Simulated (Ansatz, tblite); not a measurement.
Isomers of Si2S2 (singlet), found by a short tight-binding search and relaxed with PBE0-D4/def2-TZVP in Ansatz.

The xTB rows come from tblite. Correlated methods freeze 20 core orbitals.

Run but left out: HF/def2-TZVPP (A: restricted singlet, unstable towards broken spin symmetry).

A: At CCSD(T)/def2-TZVPP T1 of the charge 0 singlet is large (up to 0.020), so the single-reference result is doubtful. At CCSD(T)/def2-TZVPP the restricted singlet (for correlated methods, its reference) is unstable: a solution with broken spin symmetry lies lower.

Other spin states were run for one of them alone.

A:

```xyz
4

Si    1.003    0.793   -0.613
Si   -0.923   -1.044    0.262
S    -1.163    0.913   -0.645
S     1.083   -0.661    0.996
```

B:

Cartesian coordinates in Å:
```
Si -0.296 1.265 -0.653
Si -0.560 -1.108 -0.757
S 1.303 -0.152 0.166
S -0.447 -0.005 1.244
```

Q: Estimate which lies lowest at each level, and how far above it the others are (eV).

A: 
```json
{"level": "GFN1-xTB", "A": "0.00", "B": "2.96"}
{"level": "GFN2-xTB", "A": "0.00", "B": "0.95"}
{"level": "PBE-D4/def2-TZVP", "A": "0.00", "B": "1.07"}
{"level": "revPBE-D4/def2-TZVP", "A": "0.00", "B": "1.09"}
{"level": "r2SCAN-D4/def2-TZVP", "A": "0.00", "B": "1.17"}
{"level": "PBE0-D4/def2-TZVP", "A": "0.00", "B": "1.13"}
{"level": "ωB97X-V/def2-TZVP", "A": "0.00", "B": "1.30"}
{"level": "MP2/def2-TZVPP", "A": "0.00", "B": "1.13"}
{"level": "CCSD/def2-TZVPP", "A": "0.00", "B": "1.42"}
{"level": "CCSD(T)/def2-TZVPP", "A": "0.00", "B": "1.32"}
```
Point groups (tolerance 0.1 Å): A C2v, B C2v. Lower isomers may exist.
